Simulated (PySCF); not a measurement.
# Input and output of a scripted DFT run

The script drives PySCF SCF with an in-house response code with single-precision fitted integrals, so total energies wander by about 1e-6 Eh between cycles (the fitting error itself is about 1e-3 Eh and cancels in differences); atoms count from 0. Pop asks for populations, which are stored and not printed.

Job and coordinates (Å):

```
{"job": {"kind": "nmr", "xc": "KT3", "basis": "pcSseg-2", "pop": false}, "charge": -1, "multiplicity": 1}
C     -1.452862     3.378698     0.249968
C     -0.721549     2.108186     0.668925
C     -0.969939     0.902649    -0.230042
B     -0.173137    -0.490602     0.181707
C     -0.596838    -0.989132     1.705472
C     -2.055829    -1.337139     1.975719
C     -2.362563    -1.715121     3.420855
C      1.466788    -0.234462     0.230302
C      2.101023     0.426757    -0.986850
C      3.619511     0.551419    -0.929560
C     -0.476736    -1.682082    -0.940774
C     -1.870737    -1.767261    -1.556469
C     -2.057870    -2.917545    -2.539770
H     -1.157954     3.685716    -0.768696
H     -2.544899     3.217769     0.230233
H     -1.254295     4.231261     0.924611
H     -1.007908     1.855637     1.706467
H      0.362857     2.318944     0.716453
H     -0.708395     1.187372    -1.272146
H     -2.064937     0.723210    -0.259884
H     -0.292026    -0.211760     2.438705
H      0.022466    -1.874433     1.966072
H     -2.365355    -2.170218     1.319046
H     -2.699837    -0.485577     1.685862
H     -3.426915    -1.964145     3.584006
H     -2.105298    -0.889346     4.106903
H     -1.764396    -2.588090     3.735311
H      1.969102    -1.211533     0.398883
H      1.726886     0.372271     1.123963
H      1.822503    -0.132227    -1.899698
H      1.666697     1.434305    -1.125691
H      4.044657     1.038584    -1.825963
H      4.093821    -0.440903    -0.834118
H      3.934679     1.140486    -0.050587
H      0.238891    -1.583798    -1.784899
H     -0.234961    -2.667393    -0.486009
H     -2.635204    -1.850940    -0.763428
H     -2.099933    -0.817504    -2.072600
H     -1.882313    -3.890433    -2.048202
H     -3.071200    -2.945516    -2.980092
H     -1.335336    -2.846777    -3.371661
```

Command:

```bash
OMP_NUM_THREADS=2 python large_run.py task.json out
```

Problem. What does the program print?

Solution. 
```
start: PBE on a coarse grid of 29634 points
cycle   1  E = -497.9968243774  dE =  3.479e-01  |g| = 1.255e+00  |ddm| = 4.113e+00
cycle   2  E = -491.0114955205  dE =  6.985e+00  |g| = 4.411e+00  |ddm| = 7.731e+01
cycle   3  E = -498.2630764441  dE = -7.252e+00  |g| = 8.847e-01  |ddm| = 7.715e+01
cycle   4  E = -498.4693507657  dE = -2.063e-01  |g| = 1.619e-01  |ddm| = 1.273e+00
cycle   5  E = -498.4751586918  dE = -5.808e-03  |g| = 7.264e-02  |ddm| = 4.424e-01
cycle   6  E = -498.4764196069  dE = -1.261e-03  |g| = 1.908e-02  |ddm| = 1.136e-01
cycle   7  E = -498.4765036984  dE = -8.409e-05  |g| = 5.460e-03  |ddm| = 2.434e-02
final grid: 261906 points
cycle   8  E = -507.4777160606  dE = -5.097e-02  |g| = 3.741e-02  |ddm| = 3.628e+00
cycle   9  E = -507.4779210569  dE = -2.050e-04  |g| = 2.474e-02  |ddm| = 1.560e-01
cycle  10  E = -507.4780282469  dE = -1.072e-04  |g| = 1.631e-02  |ddm| = 4.937e-02
cycle  11  E = -507.4780958596  dE = -6.761e-05  |g| = 2.796e-03  |ddm| = 3.046e-02
cycle  12  E = -507.4780967305  dE = -8.709e-07  |g| = 1.377e-03  |ddm| = 8.513e-03
cycle  13  E = -507.4780987287  dE = -1.998e-06  |g| = 2.447e-04  |ddm| = 2.992e-03
cycle  14  E = -507.4780983450  dE =  3.837e-07  |g| = 9.493e-05  |ddm| = 1.079e-03
converged SCF energy = -507.4780983450

GIAO shielding tensors (ppm)
atom      isotropic    diamagn.    paramagn.     s11        s22        s33       span
  0 C      157.645     237.406     -79.761    140.922    148.248    183.764     42.842
  1 C      154.534     248.547     -94.012    145.733    153.860    164.010     18.276
  2 C      152.172     252.273    -100.101    135.302    142.998    178.216     42.915
  3 B      122.243     195.918     -73.674    118.541    123.633    124.556      6.015
  4 C      139.059     248.708    -109.649    115.772    132.025    169.379     53.607
  5 C      152.150     247.272     -95.122    140.845    154.621    160.983     20.138
  6 C      157.129     234.533     -77.403    140.370    147.251    183.766     43.396
  7 C      142.635     246.346    -103.711    120.306    135.824    171.775     51.469
  8 C      154.797     248.037     -93.240    144.891    156.174    163.325     18.433
  9 C      157.467     236.598     -79.132    140.710    147.810    183.880     43.171
 10 C      144.035     247.792    -103.757    119.434    145.843    166.829     47.395
 11 C      151.616     246.810     -95.193    141.450    151.571    161.828     20.378
 12 C      157.555     235.438     -77.883    140.754    147.990    183.920     43.166
 13 H       30.723      30.540       0.183     27.157     29.256     35.757      8.600
 14 H       30.706      29.620       1.086     27.107     29.273     35.739      8.632
 15 H       30.173      26.844       3.330     25.546     27.364     37.610     12.064
 16 H       30.104      36.703      -6.600     23.951     32.487     33.872      9.921
 17 H       30.169      37.738      -7.569     24.076     32.585     33.846      9.771
 18 H       31.403      40.491      -9.088     29.234     31.667     33.307      4.073
 19 H       31.046      39.926      -8.880     27.748     31.480     33.910      6.163
 20 H       31.023      38.663      -7.640     28.426     32.027     32.616      4.190
 21 H       31.636      37.119      -5.483     28.366     32.837     33.704      5.338
 22 H       29.958      35.423      -5.465     23.356     32.141     34.375     11.019
 23 H       29.950      37.139      -7.189     24.473     32.199     33.178      8.705
 24 H       30.142      24.547       5.596     25.468     27.512     37.447     11.980
 25 H       30.806      28.977       1.829     27.222     29.471     35.727      8.506
 26 H       30.752      27.767       2.985     27.337     29.011     35.907      8.570
 27 H       31.939      36.625      -4.686     28.597     32.937     34.284      5.687
 28 H       31.237      37.903      -6.666     28.926     32.001     32.784      3.858
 29 H       30.039      36.682      -6.644     24.154     32.509     33.452      9.298
 30 H       30.236      37.601      -7.365     23.958     32.735     34.016     10.058
 31 H       30.175      26.661       3.514     25.531     27.462     37.530     11.999
 32 H       30.801      29.018       1.783     27.232     29.113     36.060      8.828
 33 H       30.707      29.639       1.069     27.063     29.216     35.842      8.779
 34 H       31.037      38.479      -7.442     26.259     32.391     34.461      8.202
 35 H       31.556      37.064      -5.509     29.251     31.558     33.859      4.608
 36 H       29.963      36.387      -6.424     23.881     31.872     34.136     10.255
 37 H       30.136      36.988      -6.852     24.110     32.665     33.634      9.523
 38 H       30.714      28.041       2.673     27.250     29.192     35.701      8.451
 39 H       30.203      25.188       5.015     25.539     27.504     37.565     12.026
 40 H       30.808      29.153       1.655     27.282     29.304     35.837      8.556
```

The run took 77 s of wall time on 2 threads of Arm Neoverse V2 (shared host), peak memory 1.6 GiB.
